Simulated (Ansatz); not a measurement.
`C[N](C)[Ga]([F])[SH]` + HCl → `[F][Ga]([SH])[Cl]` + `CNC`  (ligand exchange at a Ga–N bond)

Computed with Ansatz on PBE0-D4/def2-TZVP structures; ΔE is electronic, products minus reactants. CCSD(T)/CBS adds triple-zeta CCSD(T) − MP2 to the extrapolated MP2 energy (def2 sets, frozen cores). This one scheme is used for every species. DFT in def2-TZVPP. For Ga outer-core shells are correlated without core-valence functions, which leaves a few kJ/mol of doubt a bond. Scalar relativity is left out up to krypton. One conformer a species, not always the lowest.

```
        level  ΔE (eV)
    r2SCAN-D4    -0.77
MP2/CBS(def2)    -0.65
```

(1) What does CCSD(T)/CBS give? (An estimate is asked.)

Largest T1 diagnostic among the species: 0.013.

## Answers

(1) Computed: -0.67 eV. The listed levels differ from it by -0.10, 0.02 eV.

In def2-TZVPP, CCSD(T) changes the Hartree–Fock value by +0.34 eV (the triples alone add +0.03 eV) and MP2 by +0.35 eV. From PBE to PBE0 (25 % exact exchange), in def2-TZVPP and without D4, ΔE moves by −0.04 eV. The D4 term adds +0.10 eV with B3LYP and +0.06 eV with PBE0; it sums over pairs of atoms, weighted by their polarisabilities, and B3LYP, whose exchange is more repulsive, gets the larger term.

B3LYP here is the variant with VWN-RPA as its local correlation; programs differ in this.
